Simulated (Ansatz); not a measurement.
Relaxation of Cl$_{2}$FH$_{3}$OW (8 atoms, charge 0, multiplicity 1), to a largest force component of 0.03 eV/Å in at most 50 steps.

Theory: RKS B3LYP-D4/def2-SVP in Ansatz 0.2.0.

```xyz
8
Properties=species:S:1:pos:R:3
W -0.603 -0.206 -0.578
H 1.295 0.497 1.520
Cl 2.150 -0.504 1.730
H -0.271 1.331 0.050
Cl -2.654 0.061 0.363
O -0.071 -1.881 0.039
H 0.533 -2.020 0.791
F 0.555 0.225 -1.952
```

Question: Where does it end, and by what steps?

Answer: It converged. After 15 steps the energy has fallen by 0.131 eV; Cl3 moved furthest, 0.52 Å.

| step | energy less start (eV) | largest force component (eV/Å) | accepted |
| --- | --- | --- | --- |
| 0 | 0.0000 | 0.767 | yes |
| 1 | -0.0446 | 0.789 | yes |
| 2 | -0.0684 | 0.750 | yes |
| 3 | -0.0977 | 0.414 | yes |
| 4 | -0.0965 | 0.481 | no |
| 5 | -0.1154 | 0.046 | yes |
| 6 | -0.1202 | 0.093 | yes |
| 7 | -0.1251 | 0.129 | yes |
| 8 | -0.1243 | 0.158 | no |
| 9 | -0.1286 | 0.102 | yes |
| 10 | -0.1297 | 0.110 | yes |
| 11 | -0.1304 | 0.085 | yes |
| 12 | -0.1310 | 0.068 | yes |
| 13 | -0.1310 | 0.070 | yes |
| 14 | -0.1313 | 0.045 | yes |
| 15 | -0.1313 | 0.027 | yes |

```xyz
8
Properties=species:S:1:pos:R:3
W -0.547 -0.160 -0.592
H 1.168 0.135 1.221
Cl 1.882 -0.453 2.176
H -0.205 1.400 -0.044
Cl -2.467 0.094 0.586
O 0.076 -1.807 0.012
H 0.689 -1.947 0.763
F 0.337 0.241 -2.159
```

Time of the run: 58 s on 2 threads of Arm Neoverse V2, with other jobs on the host, peak memory 0.27 GiB.
